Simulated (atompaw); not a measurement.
## Ne: variants of one PAW (atompaw) potential

Base potential:

```
Element                 : neon (Ne)
Generator               : atompaw 4.2.0.5
Type                    : PAW
Functional              : LDA (PW92)
Relativity              : non-relativistic
Frozen core             : [He]
Valence charge          : 8
Reference configuration : 2s2 2p4 (charge +2)
Partial waves           : 2s (bound): rc 0.60 bohr; 2s channel at -2.85 Ry: rc 0.60 bohr; 2p (bound): rc 1.00 bohr; 2p channel at -2.3 Ry: rc 1.00 bohr; 3d channel at 0.05 Ry: rc 1.00 bohr
Local potential         : troulliermartins scheme with l = 3 at 0 Ry, radius 1.00 bohr
Core correction         : smooth core density matched at 0.95 bohr
Augmentation charge     : besselshape compensation charge, radius 0.85 bohr; PAW radius 1.00 bohr; waves and projectors: custom polynom gramschmidtortho
```

Cutoffs, loose and tight: the cutoffs (Ry, on a coarse ladder) from which the occupation-weighted sum of valence levels, in a spherical-Bessel basis at the reference potential, stays within 10 and 1 mRy of its value at 400 Ry. They see the waves, projectors and local potential, not the compensation charge or the core. A dash means not determined.

```csv
change,outcome,"cutoff, loose","cutoff, tight",bound ghosts
base,generated,140 Ry,230 Ry,none
wave 2p (bound): rc 1.00 bohr becomes 2p (bound): rc 0.64 bohr,generated,160 Ry,300 Ry,none
wave 2p (bound): rc 1.00 bohr becomes 2p (bound): rc 0.68 bohr,generated,160 Ry,300 Ry,none
wave 2p (bound): rc 1.00 bohr becomes 2p (bound): rc 0.80 bohr,generated,140 Ry,230 Ry,none
wave 2p (bound): rc 1.00 bohr becomes 2p (bound): rc 0.86 bohr,generated,140 Ry,230 Ry,none
wave 2p (bound): rc 1.00 bohr becomes 2p (bound): rc 0.92 bohr,generated,140 Ry,230 Ry,none
wave 2p (bound): rc 1.00 bohr becomes 2p (bound): rc 0.96 bohr,generated,140 Ry,230 Ry,none
```

(1) What comes out with this change to the base: wave 2p (bound): rc 1.00 bohr becomes 2p (bound): rc 0.54 bohr?

(2) What comes out with this change to the base: wave 2p (bound): rc 1.00 bohr becomes 2p (bound): rc 0.76 bohr?

(3) What comes out with this change to the base: wave 2p (bound): rc 1.00 bohr becomes 2p (bound): rc 0.60 bohr?

Results:

(1) outcome: generated; cutoff, loose: 230 Ry; cutoff, tight: over 300 Ry; bound ghosts: none.

(2) outcome: generated; cutoff, loose: 140 Ry; cutoff, tight: 260 Ry; bound ghosts: none.

(3) outcome: generated; cutoff, loose: 180 Ry; cutoff, tight: over 300 Ry; bound ghosts: none.
